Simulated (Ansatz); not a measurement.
Ansatz (a first-principles code) input (CCSD(T)/aug-cc-pVDZ):

Ansatz 0.2 input:
```yaml
crystal:
  periodic: [false, false, false]
  atoms:
    - {symbol: C, position_ang: [-1.95978446, -0.36524664, -0.65455710]}
    - {symbol: C, position_ang: [-0.98150458, -0.06848498, 0.18115754]}
    - {symbol: F, position_ang: [-1.13887805, 0.94419210, 1.07339921]}
    - {symbol: C, position_ang: [0.36735416, -0.69404615, 0.28983652]}
    - {symbol: C, position_ang: [1.47529229, 0.23971068, -0.16856234]}
    - {symbol: O, position_ang: [2.40048314, -0.11585815, -0.84640123]}
    - {symbol: H, position_ang: [-1.83321235, -1.16215141, -1.37126673]}
    - {symbol: H, position_ang: [-2.89412056, 0.17637665, -0.63334091]}
    - {symbol: H, position_ang: [0.42220900, -1.61484515, -0.28761002]}
    - {symbol: H, position_ang: [0.56052781, -0.93139823, 1.34336290]}
    - {symbol: H, position_ang: [1.38248915, 1.28955711, 0.17222401]}
basis:
  gaussian:
    orbitals: aug-cc-pVDZ
magnetization: {spin_polarized: false}
correlation: {method: ccsd_t, electrons: outside_noble_gas}
output: {forces: true}
```

End of the output:

```
perturbative correction -0.97285735 eV, -0.0357518482 hartree
the calculation of the forces begins
Total energy: -8971.84123901 eV, -329.7090842014 hartree
Atom 0 at    -1.959784    -0.365247    -0.654557 Å, force    -0.909079    -0.226082    -0.730296 eV/Å
Atom 1 at    -0.981505    -0.068485     0.181158 Å, force     0.877022     0.008341     0.468218 eV/Å
Atom 2 at    -1.138878     0.944192     1.073399 Å, force    -0.094975     0.602788     0.523409 eV/Å
Atom 3 at     0.367354    -0.694046     0.289837 Å, force     0.151190    -0.046254     0.088519 eV/Å
Atom 4 at     1.475292     0.239711    -0.168562 Å, force    -1.168406     0.483542     0.806025 eV/Å
Atom 5 at     2.400483    -0.115858    -0.846401 Å, force     1.451290    -0.554841    -1.059317 eV/Å
Atom 6 at    -1.833212    -1.162151    -1.371267 Å, force     0.080288    -0.386360    -0.331388 eV/Å
Atom 7 at    -2.894121     0.176377    -0.633341 Å, force    -0.436854     0.253559     0.007693 eV/Å
Atom 8 at     0.422209    -1.614845    -0.287610 Å, force     0.011870    -0.409507    -0.289648 eV/Å
Atom 9 at     0.560528    -0.931398     1.343363 Å, force     0.053720    -0.090647     0.407313 eV/Å
Atom 10 at     1.382489     1.289557     0.172224 Å, force    -0.016067     0.365462     0.109472 eV/Å
Dipole moment:    -0.349828    -0.154209     0.115408 e Å
```
